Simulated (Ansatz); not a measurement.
A run for Ansatz (an electronic-structure program): FCI/def2-TZVPP on KH, a point of a bond scan (R = 7.249 Å).

Ansatz 0.2 input:
```yaml
crystal:
  periodic: [false, false, false]
  atoms:
    - {symbol: K, position_ang: [-0.00000000, -0.00000000, -0.11326949]}
    - {symbol: H, position_ang: [0.00000000, 0.00000000, 7.13597787]}
basis:
  gaussian:
    orbitals: def2-TZVPP
magnetization: {spin_polarized: false}
correlation: {method: fci, electrons: outside_noble_gas}
```

The log:

```
WARN ansatz: RAYON_NUM_THREADS=2 ignored (pool sized by the plan → 2); use --threads N
Functional definition: HF
integrals: 0.02 GiB planned
591 factors; integrals over basis functions are off by at most 2.4e-7 eV
mean field: 0.09 GiB planned
mean field evaluation 1: about -16313.9783 eV, gradient 8.9e0 eV
mean field evaluation 2: about -16313.9783 eV, gradient 8.9e0 eV
mean field evaluation 4: about -16313.9077 eV, gradient 9.8e0 eV
mean field evaluation 8: about -16314.8849 eV, gradient 2.6e-1 eV
mean field -16314.88693202 eV, -599.5610361243 hartree, gradient 1.6e-6 eV, S^2 0.000000; 0 other end points of the search recorded, 0 dependent functions left out; unrestricted orbitals would lower it
mean field evaluation 16: about -16315.3799 eV, gradient 6.0e0 eV
unrestricted determinant -16317.39400662 eV, -599.6531694164 hartree, S^2 0.9999
9 core orbitals not correlated
reference -16314.88693202 eV, -599.5610361243 hartree; 1, 1 occupied and 37, 37 virtual orbitals, 591 factors
configuration interaction: 0.07 GiB planned
state -16317.38846900 eV, -599.6529659127 hartree
WARN: the method's energy lies above the unrestricted determinant's, so it is not that of the lowest state
Total energy: -16317.38846900 eV, -599.6529659127 hartree
```

The calculation finished and met its thresholds.

Warnings raised: above unrestricted.

Cost: roughly 1.5 core-seconds.
